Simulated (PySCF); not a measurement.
From computed data to an observable: entropy of an ideal gas

InI, SMILES [In][I] (connectivity only; charge and spin as stated), neutral, multiplicity 1.

Coordinates come from a r2SCAN-D4/def2-TZVP optimisation. The def2 effective core potentials stand for the cores of I, In; spin–orbit coupling is left out.

r2SCAN-D4/def2-TZVP in PySCF 2.14.0 gives the harmonic wavenumbers 176 cm⁻¹ and the rotational temperature 0.0525 K. The molar mass is 241.72 g/mol, the symmetry number 1, the spin multiplicity 1.

Q: Work out the entropy at 298.15 K and 1 atm in the rigid-rotor, harmonic-oscillator model.

A: 
Translation (Sackur–Tetrode at 1 atm): S = R[1.5 ln M + 2.5 ln T − 1.16487] = 177.2 J/(mol K).
Rotation: q = T/(σ θ) = 5680, S = R[ln q + 1] = 80.2 J/(mol K).
Vibration: with u = 1.4388 ν/T, each mode gives R[u/(e^u − 1) − ln(1 − e^−u)]:
```json
[
 {"ν (cm⁻¹)": "176", "modes": "1", "u": "0.85", "S (J/(mol K))": "9.92"}
]
```
These are all the modes. Sum 9.9 J/(mol K).
Spin: R ln 1 = 0.0 J/(mol K).
Total 267.3 J/(mol K); the program's own thermochemistry gives 267.3. Translation makes up 66 % and vibration 4 %. Anharmonicity, hindered rotation and orbital degeneracy are left out.
